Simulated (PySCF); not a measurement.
Run record: excited-state job, `C[O+](C)[AlH2-][F]`.

Computed with TDDFT PBE0/def2-SVPD, vertical, gas phase, core orbitals frozen in the response (PySCF 2.14.0, density-fitted response routines). Geometry: GFN2-xTB. The command runs a driver script over a list of jobs; the input below is this job's line of settings and its coordinates in Å.

Command:
```bash
OMP_NUM_THREADS=1 python probes_run.py task.json out
```

Input:
```
{"job": {"kind": "uv", "xc": "PBE0", "basis": "def2-SVPD", "nstates": 6, "ntriplets": 2}, "charge": 0, "multiplicity": 1}
C     -0.061460     1.503488    -0.251618
O     -0.025408     0.111218    -0.015648
C     -1.277156    -0.454335     0.297408
Al     1.415870    -1.126253    -0.049308
F      2.631860    -0.067172    -0.446166
H     -0.719530     1.733562    -1.094457
H      0.957221     1.806224    -0.487424
H     -0.407116     2.037603     0.638369
H     -1.983209    -0.316767    -0.526073
H     -1.685258    -0.012565     1.210374
H     -1.098084    -1.517224     0.452719
H      0.899070    -2.073450    -1.164754
H      1.348812    -1.623845     1.418850
```

Output:
```
coarse grid: 10928 points
cycle   1  E = -497.7905959999  dE =  2.290e-01  |g| = 6.364e-01  |ddm| = 4.339e+00
cycle   2  E = -497.6962425655  dE =  9.435e-02  |g| = 1.006e+00  |ddm| = 1.294e+00
cycle   3  E = -497.8648850819  dE = -1.686e-01  |g| = 5.290e-02  |ddm| = 7.278e-01
cycle   4  E = -497.8652987964  dE = -4.137e-04  |g| = 2.983e-02  |ddm| = 8.348e-02
cycle   5  E = -497.8654460330  dE = -1.472e-04  |g| = 8.565e-03  |ddm| = 2.803e-02
cycle   6  E = -497.8654597805  dE = -1.375e-05  |g| = 8.140e-04  |ddm| = 7.976e-03
cycle   7  E = -497.8654599504  dE = -1.698e-07  |g| = 1.481e-04  |ddm| = 1.677e-03
final grid: 100096 points
cycle   8  E = -497.9391564875  dE = -3.235e-05  |g| = 9.386e-03  |ddm| = 7.339e-02
cycle   9  E = -497.9391443642  dE =  1.212e-05  |g| = 1.263e-02  |ddm| = 1.902e-02
cycle  10  E = -497.9391736942  dE = -2.933e-05  |g| = 1.143e-03  |ddm| = 9.725e-03
cycle  11  E = -497.9391739970  dE = -3.028e-07  |g| = 1.392e-04  |ddm| = 1.300e-03
cycle  12  E = -497.9391740010  dE = -3.912e-09  |g| = 4.721e-05  |ddm| = 2.299e-04
cycle  13  E = -497.9391740013  dE = -3.540e-10  |g| = 2.242e-05  |ddm| = 6.232e-05
converged SCF energy = -497.9391740013

Static polarisability (au): isotropic 57.547, principal 54.135 57.520 60.984

Singlet excitations
state   eV       nm        f      main configurations
  1   6.5533    189.2   0.02091   H->L 0.75, H->L+1 0.22
  2   6.8245    181.7   0.03430   H->L+1 0.72, H->L 0.21
  3   7.0935    174.8   0.00015   H->L+2 0.93
  4   7.7268    160.5   0.04424   H->L+3 0.91
  5   7.9768    155.4   0.02282   H->L+4 0.84, H->L+5 0.08
  6   8.0943    153.2   0.03192   H->L+5 0.83

Triplet excitations (Tamm-Dancoff, eV): 6.1714 6.5746
```

The SCF starts on a coarse grid where the log names one; the energy can jump when the final grid takes over, and dE then counts from the start density on the new grid. H and L stand for HOMO and LUMO; the number after each pair is its weight.

Problem. How does the lowest singlet excitation compare with the HOMO–LUMO gap?

Solution. HOMO -7.39 eV and LUMO 0.16 eV give a gap of 7.55 eV; S1 at 6.55 eV lies 1.00 eV below it.

Problem. Give S1 in cm⁻¹ and kJ/mol.

Solution. 6.5533 eV × 8065.54 = 52856 cm⁻¹; × 96.485 = 632.3 kJ/mol.

Summary of the converged run: HOMO -7.39 eV, LUMO 0.16 eV; lowest singlet 6.55 eV; lowest triplet 6.17 eV (Tamm–Dancoff); mean polarisability 57.5 au.

The run took about 40 s of CPU time (one thread, shared machine).

One conformer stands for the species.
Labels such as C1 count atoms from 1, the log's own numbers from 0.
